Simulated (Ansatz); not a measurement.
CH$_{3}$OSbZn, relaxed with RKS PBE0-D4/def2-TZVP in Ansatz from a GFN2-xTB geometry. The force threshold is 0.005 eV/Å; the program also tests the step.

The species carries charge 0 and has multiplicity 1. Sb: def2 effective core potential. The bonds changed during the relaxation, so this is another structure than the one it started from.

Start:

```xyz
7

O    -0.102   -1.223   -0.935
Sb    1.398   -0.668    0.393
C     0.145    0.943    0.610
Zn   -1.778   -0.117    0.182
H     0.059   -2.031   -1.421
H     0.294    1.588    1.469
H    -0.016    1.508   -0.298
```

Question: By how much does the energy fall, and how many steps does the optimiser take? (Estimate.)

Answer: The calculation gave: 0.34 eV, in 24 steps, 2 of them rejected.

Question: Which bonds change most? (Estimate.)

Answer: The calculation gave: O1–Sb2 from 2.079 to 1.969 Å; Sb2–C3 from 2.052 to 1.954 Å; C3–H7 from 1.082 to 1.085 Å; O1–H5 from 0.957 to 0.961 Å.

Question: Give the relaxed structure. (Best estimate.)

Answer: The calculation gave: 
```xyz
7

O     0.554   -1.354   -1.400
Sb    1.081   -0.910    0.444
C     0.273    0.868    0.469
Zn   -2.881    0.844    1.181
H     0.823   -2.246   -1.635
H     0.359    1.503    1.344
H    -0.209    1.295   -0.404
```
